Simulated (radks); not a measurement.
The numbers below are computed, except where a source is named.
Q: Ionisation of the samarium ion Sm2+, [Xe] 4f6, to Sm3+, [Xe] 4f5, under several functionals. Scalar-relativistic Kohn-Sham, spin-polarised, spherical densities, finite nucleus; open shells are filled with parallel spins first (spin-orbit coupling, left out, can overturn this in heavy ions); a radial shooting solver on a logarithmic mesh with Libxc functionals. The NIST Atomic Spectra Database gives 23.6 eV (semi-empirical). Rank these functionals by the error of their Delta-SCF ionisation energy: revPBE; PBEsol; PBE; OLYP; exchange-only LDA; B86b exchange with PBE correlation; LDA (Slater exchange, Perdew-Zunger correlation); Wu-Cohen GGA.

A: From best to worst: exchange-only LDA 23.973 eV (+0.423); revPBE 25.174 eV (+1.624); PBE 25.230 eV (+1.680); B86b exchange with PBE correlation 25.243 eV (+1.693); Wu-Cohen GGA 25.251 eV (+1.701); PBEsol 25.260 eV (+1.710); LDA (Slater exchange, Perdew-Zunger correlation) 25.438 eV (+1.888); OLYP 25.662 eV (+2.112). Open shells are spherical and high-spin; term and fine-structure splittings are not resolved. Spin-orbit splitting is averaged out at the scalar-relativistic level.
